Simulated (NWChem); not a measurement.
# Correlation energy of H2B

```xyz
3

B      0.0000     0.0000     0.1478
H      1.0882     0.0000    -0.3696
H     -1.0882     0.0000    -0.3696
```
Charge 0, spin multiplicity 2.

Everything below was run with NWChem. Structure: optimised with UPBE0/def2-SVP, a minimum by its harmonic frequencies.

Basis set: def2-SVP. Each correlation energy counts from its own Hartree-Fock reference.

| method | correlation energy (mHa) |
|---|---|
| CCSD(T) on UHF | -86.7 |
| SCS-UMP2 | -73.4 |
| CCSD(T) on ROHF | -87.9 |
| CCSD on ROHF | -86.6 |
| CCSDT on ROHF | -88.2 |
| CCSD on UHF | -85.5 |
| CCSD[T] on UHF | -86.7 |
| CCSD[T] on ROHF | -87.9 |
| UMP2 | -66.6 |

The values span 21.6 mHa, from CCSDT on ROHF (lowest) to UMP2 (highest). 

The correlated methods keep 1 core orbital frozen. The structure started from a generated list of species. The unpaired electrons of the parent sit in orbitals of symmetry a1 (C2v labels of the run); other states weren't searched. The stability of the SCF solutions was not checked. Open-shell Hartree-Fock references start from PBE0 orbitals. No row is a measurement; the coupled-cluster row has its own basis-set and correlation limits.
